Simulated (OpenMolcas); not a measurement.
Tm2+ with its 8 nearest fluoride ions, on the Sr site of SrF2 (a = 5.796 Å, distance in the model lattice 2.510 Å). The rest of the host is ab initio model potentials to 7.6 Å and point charges beyond; the distance is set by hand and nothing relaxes. Ligand basis ANO-RCC-VDZP.

```json
{
 "Program": "OpenMolcas 26.06",
 "Method": "CASSCF",
 "Basis": "ANO-RCC-VDZP [7s6p4d2f1g]",
 "Scalar Hamiltonian": "DKH2, point nucleus",
 "Active space": "13 electrons in 7 orbitals (4f)",
 "State averaging": "2S+1 = 2 odd, 7 roots",
 "Spin-orbit coupling": "state interaction with AMFI integrals over the reference wave functions"
}
```

All ligands move together. At R = 2.47 Å the width of the lowest J multiplet is 318 cm-1, and at R = 2.484 Å it is 307 cm-1.

Task: A third run gives 288 cm-1. What distance was it run at?

Result: With a power law R^-n the two known points give n = -ln(307 / 318) / ln(2.484 / 2.47) = 6.23. Then R = 2.47 × (318 / 288)^(1/6.23) = 2.510 Å. The run was at 2.51 Å, so the estimate is off by 0 Å.

Without dynamic correlation the ligand-field splitting of an f shell can come out too small, at times by half. No measured value stands beside these numbers; the geometry was set by hand and not optimised.
